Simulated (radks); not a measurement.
All-electron atom: Ho IV in [Xe] 4f10 (the NIST ground configuration).

All-electron calculation, scalar-relativistic Kohn-Sham, PBE, spin-unpolarised, spherical densities, finite nucleus; Fermi nuclear charge, rms radius 5.2022 fm. Program: a radial shooting solver on a logarithmic mesh with Libxc functionals.

Energy parts (hartree):
| part | energy |
|---|---|
| total | -12613.5414 |
| kinetic | 13639.0390 |
| electron-nucleus | -30833.4893 |
| Hartree | 4850.1199 |
| exchange-correlation | -269.2110 |

Orbitals (lengths in bohr, moments of r in powers of bohr; <r^-3> diverges for s and p1/2; r(max) is where P^2 peaks):
orbital  occ.  eigenvalue (hartree)   <1/r>  <r^-3>   r(max)      <r^2>
1s          2             -2040.326   76.04       -  0.01312  0.0005883
2s          2             -342.3020   17.69       -  0.07462   0.009170
2p          6             -303.4185   16.38   13550  0.06061   0.007441
3s          2             -77.41434   6.516       -   0.2112    0.06038
3p          6             -65.52868   6.098    2900   0.2077    0.06071
3d         10             -50.43899   5.781   386.6   0.1696    0.05073
4s          2             -16.26947   2.752       -   0.4836     0.3033
4p          6             -12.35325   2.522   653.7   0.5052     0.3433
4d         10              -7.05974   2.228   73.24   0.5223     0.4102
5s          2              -2.94440   1.059       -    1.125      1.758
5p          6              -2.00304  0.8956   89.05    1.276      2.394
4f         10              -1.28959   1.665   10.44   0.5195     0.8018

The highest occupied level is 4f at -35.091 eV. Summed over all electrons, <r^2> = 33.73 bohr^2, which gives a Langevin (diamagnetic) susceptibility term of -26.7 x 10^-6 cm^3/mol. The density falls to 0.001 e/bohr^3 at r = 3.16 bohr. The electron density at the nucleus is 8.473e+05 e/bohr^3 (large components only).
